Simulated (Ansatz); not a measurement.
Species: sum formula IrO$_{3}$H$_{3}$ (charge 0, singlet). 
Structure (B3LYP-D3(BJ)/def2-TZVP (Ansatz, a program for electronic structure) minimum search):
```
Ir
O 1 1.8470
H 2 0.9729 1 109.49
O 1 1.8470 2 120.51 3 93.29
H 4 0.9729 1 109.49 2 -93.29
O 1 1.8483 2 119.74 3 -86.58
H 6 0.9736 1 108.52 2 -90.07
```

Basis-set convergence of Hartree-Fock and CCSD(T) correlation energies (hartree) with Ansatz. Valence correlation only, unless marked. Spin-orbit coupling is left out. Frozen are the shells of the preceding noble gas and the d and f shells that filled before the atom's block. Past Kr the def2 sets carry scalar-relativistic core potentials.

The Hartree-Fock reference is unstable (checked in the largest basis), which strains HF and MP2. The T1 diagnostic of CCSD in the largest basis is 0.028, which is high, so the coupled-cluster rows are less sure than usual.

```json
[
 {"basis": "def2-SVPD", "functions": "128", "E(HF)": "-329.57689", "E(corr, CCSD(T))": "-0.93274", "rough core time": "under 20 s"},
 {"basis": "def2-TZVPPD", "functions": "230", "E(HF)": "[?]", "E(corr, CCSD(T))": "[?]", "rough core time": "80 s"}
]
```

Q: Fill in the missing entries.

A: 
- def2-TZVPPD, E(HF): -329.87524
- def2-TZVPPD, E(corr, CCSD(T)): -1.13877
